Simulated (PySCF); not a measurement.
Isomers of CH9NSi2. Gas-phase values, no solvent. One relaxed conformer stands for each flexible species; it need not be the lowest. Strings in code marks are SMILES.

The four lowest singlet excitations (Tamm–Dancoff). Level of theory: PBE-D3(BJ)/def2-TZVP // PBE0-D4/def2-TZVP in PySCF 2.14.0. Excitations are Tamm–Dancoff values on a coarser integration grid. The basis has no diffuse functions, so Rydberg states are missing or too high.

```tsv
state	energy (eV)	wavelength (nm)	oscillator strength
S1	5.50	225	0.009
S2	6.56	189	0.031
S3	6.71	185	0.008
S4	6.89	180	0.007
```

Task: Identify which member gives these states.
(A) `C[Si@@H](N)[SiH3]`
(B) `C[SiH2][SiH2]N`
(C) `CN([SiH3])[SiH3]`
(D) `C[SiH2]N[SiH3]` (C–Si–N–Si torsion 75°)

Result: D, `C[SiH2]N[SiH3]` (C–Si–N–Si torsion 75°)
